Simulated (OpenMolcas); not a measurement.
# Se²⁺: from CASSCF to CASPT2

* Program: OpenMolcas
* Basis: ANO-RCC-VQZP [7s6p4d2f1g]
* Scalar Hamiltonian: DKH2, point nucleus
* Active space: 4 electrons in 4 orbitals (4s 4p)
* State averaging: 2S+1 = 3 even, 6 roots; 2S+1 = 1 even, 11 roots; 2S+1 = 5 odd, 1 root; 2S+1 = 3 odd, 9 roots; 2S+1 = 1 odd, 8 roots
* Spin-orbit coupling: state interaction with AMFI integrals over the reference wave functions, term energies averaged over their components

Methods on the same reference wave functions:
A. CASSCF
B. SS-CASPT2, IPEA 0.25 Eh, imaginary shift 0.1 Eh (closed shells correlated: 3d)
C. MS-CASPT2, IPEA 0.25 Eh, imaginary shift 0.1 Eh (closed shells correlated: 3d)

Energies in cm⁻¹ above 4s² 4p² ³P₀, the measured ground level; measured values from Moore, Atomic Energy Levels, vol. II, NSRDS-NBS 35 (1971 reprint of NBS Circular 467, 1952).

```tsv
Level	A	B	C	Measured
4s² 4p² ³P₀	0.0	0.0	0.0	0.0
4s² 4p² ³P₁	1522	1529	1533	1741
4s² 4p² ³P₂	3563	3490	3500	3937
4s² 4p² ¹D₂	15515	12360	12380	13032
4s² 4p² ¹S₀	27326	26850	26900	
4s 4p³ ⁵S°₂	55548	63700	63740	
4s 4p³ ³D°₂	98769	89060	89110	92723
4s 4p³ ³D°₁	98831	89090	89140	
4s 4p³ ³D°₃	99072	89300	89340	
4s 4p³ ³P°₀	111710	105740	105790	106482
4s 4p³ ³P°₁	111836	105820	105870	
4s 4p³ ³P°₂	112036	105990	106040	
4s 4p³ ¹D°₂	146297	128040	128090	112565
4s 4p³ ³S°₁ [70 %]	150985	140810	140850	
4s 4p³ ¹P°₁ [70 %]	159074	144830	144870
```

Deviations, from unrounded energies. A percentage is the sum of absolute deviations over the sum of measured energies, with the sign that they share, or ± where signs differ.

```json
{"Against measurement": "mean absolute deviation (cm-1)", "Levels": "6", "A": "8000", "B": "3500", "C": "3500"}
{"Against measurement": "fine structure of the ground term (%)", "Levels": "2", "A": "-10.4", "B": "-11.6", "C": "-11.3"}
{"Against measurement": "other terms of the ground configuration (%)", "Levels": "1", "A": "+19.1", "B": "-5.2", "C": "-5.0"}
{"Against measurement": "other configurations (%)", "Levels": "3", "A": "+14.4", "B": "±6.4", "C": "±6.4"}
```

B, C lie about equally close to measurement and A furthest from it. The largest miss of C in the table is 4s 4p³ ¹D°₂, by +16000 cm-1. The ranking rests on the paired levels alone, and a cruder setting can come out closer through cancelling errors.

Between B and C the level of the table that moves most is 4s 4p³ ³S°₁ [70 %], by 46 cm-1 (lowest in B, highest in C). Moves below CASPT2's spread within the term are not significant.

The mean deviations of B to C differ by less than CASPT2's widest spread within a term (2400 cm-1), so their order carries little weight.

From A to B the spin-free energies of the other terms of 4s² 4p² shown, above ³P, scale by factors of 0.74 to 0.98.

The lowest spin-free term lies below A's lowest term by 0.144 hartree in B, 0.144 hartree in C.

Term energies are means over components that CASPT2 splits; among the terms shown or strongly mixed into the levels shown the widest spread is 2400 cm-1 (4s 4p³ ¹D°, C). Over all roots computed the reference weight is 0.86 to 0.98 in B, 0.86 to 0.98 in C; the roots of lowest weight are the least certain, and an intruder state may touch them. Terms of s pⁿ other than that of highest spin mix with s² pⁿ⁻² d, which this space lacks; all of them can be thousands of cm-1 off, and some have no real level of that name. Computed and measured levels are paired by configuration, term and J; levels that our copy of the source lacks, or whose pairing is in doubt (as where it misses far off the trend of its configuration), stay unpaired and out of the deviations. Only configurations of the active space appear. The table leaves out levels that lie high or whose names do not pair safely across all columns.

A share in square brackets marks a mixed level and gives the weight of the term that names it, the lowest over the columns. ° marks odd parity.
